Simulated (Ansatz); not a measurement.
Ansatz (a first-principles code) input:

Ansatz 0.2 input:
```yaml
crystal:
  periodic: [false, false, false]
  atoms:
    - {symbol: Te, position_ang: [-0.00421409, -0.00770101, 0.15966115]}
    - {symbol: Br, position_ang: [1.21951952, -2.42254072, -0.08405473]}
    - {symbol: Br, position_ang: [-1.25588993, 2.38754893, -0.11421371]}
basis:
  gaussian:
    orbitals: def2-TZVP
hamiltonian:
  xc: b3lyp
  dispersion: d3bj
total_charge: -1
magnetization: {spin_polarized: true, initial_magnetization: 1}
relax: {f_tol: 0.002, max_steps: 150}
```

Problem. Predict the final energy.

Solution. -5416.63508 Eh (B3LYP-D3(BJ)/def2-TZVP). The basis has 146 functions.
